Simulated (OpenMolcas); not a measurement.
An atom or ion with 4 electrons was computed by MS-CASPT2, IPEA 0.25 Eh, imaginary shift 0.1 Eh with spin-orbit coupling (OpenMolcas, ANO-RCC-VQZP, DKH2). The lowest levels that the run gave, each within 12 % of the measured value where one is at hand:

```tsv
J	Parity	E (cm-1)	g
0	even	0.0	
0	odd	81967	
1	odd	82115	1.501
2	odd	82414	1.501
1	odd	160517	1.000
0	even	213821	
1	even	213970	1.501
2	even	214261	1.501
2	even	232983	1.000
0	even	289479
```

Problem. Which ion is it, and what are the configurations and terms?

Solution. O V (Z = 8, charge +4; active space 2 electrons in 4 orbitals (2s 2p)). J, parity and g give the terms where levels are pure, and mixed ones are named by the computed weights; the size of the splittings, set against known spectra of the 4-electron sequence, gives the charge. In order, with the measured energies in cm-1 (Moore, Selected Tables of Atomic Spectra, NSRDS-NBS 3, section 9): 2s2 1S0, 2s 2p 3P* 0 (81942), 2s 2p 3P* 1 (82079), 2s 2p 3P* 2 (82385), 2s 2p 1P* 1 (158798), 2p2 3P0 (213462), 2p2 3P1 (213618), 2p2 3P2 (213887), 2p2 1D2 (231721), 2p2 1S0 (287910).

Computed and measured levels are paired by configuration, term and J; levels that our copy of the source lacks, or whose pairing is in doubt (as where it misses far off the trend of its configuration), stay unpaired and out of the deviations. Only configurations of the active space appear.

* marks odd parity.
